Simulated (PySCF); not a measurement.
Spinor energies of Hf²⁺ (hafnium, charge +2)

Start: [Xe] 4f14 5d2; 5d5/2 filled at m_j = +3/2, +5/2. Calculated with PySCF 2.14 in x2c-TZVPall-2c: generalised Hartree-Fock with the X2C-1e Hamiltonian and a Gaussian nucleus; spin-orbit coupling (SO) screened by Boettger's factors. This is a chosen level, not necessarily the ground level.

```tsv
spinor shell	electrons	ε, screened SO (eV)	weight of nominal j (screened SO)	rms radius, screened SO (bohr)
1s1/2	2	-65688.7	1.000	0.0215
2s1/2	2	-11381.4	1.000	0.0869
2p1/2	2	-10850.7	1.000	0.0740
2p3/2	4	-9653.3	1.000	0.0812
3s1/2	2	-2663.9	1.000	0.222
3p1/2	2	-2428.8	1.000	0.214
3p3/2	4	-2167.6	1.000	0.228
3d3/2	4	-1774.1	1.000	0.202
3d5/2	6	-1717.6	1.000	0.206
4s1/2	2	-578.95	1.000	0.498
4p1/2	2	-481.27	1.000	0.508
4p3/2	4	-420.97	1.000	0.541
4d3/2	4	-259.84	1.000	0.571
4d5/2	6	-248.56	1.000	0.583
5s1/2	2	-95.002	1.000	1.23
5p1/2	2	-64.188	0.987	1.36
5p3/2	4	-56.379	0.993	1.47
4f5/2	6	-46.905	0.993	0.743
5d5/2	2	-21.812	0.842	2.32
```

(1) Where does 4f7/2 lie, and what is the 4f spin-orbit splitting (screened SO)?

```json
{"quantity": "E (hartree)", "screened SO": "-15082.05540"}
{"quantity": "M_J", "screened SO": "4"}
{"quantity": "⟨J²⟩", "screened SO": "20.008"}
{"quantity": "⟨L²⟩", "screened SO": "12.259"}
{"quantity": "⟨S²⟩", "screened SO": "2.083"}
```

Each row is a mean over spinors that exchange with the open shell spreads, by up to 4.549 eV (5p3/2).

Rows whose weight is well below 1 are mixtures of j = l ± 1/2: exchange outweighs spin-orbit coupling there, and the label is only the starting occupation.

Breit and QED terms are absent; they matter most for the inner s and p1/2 levels.

Densities and radii are taken from the X2C orbitals without a picture-change correction, which distorts them close to the nucleus.

Results:

(1) At -45.235 eV, 1.670 eV above 4f5/2.
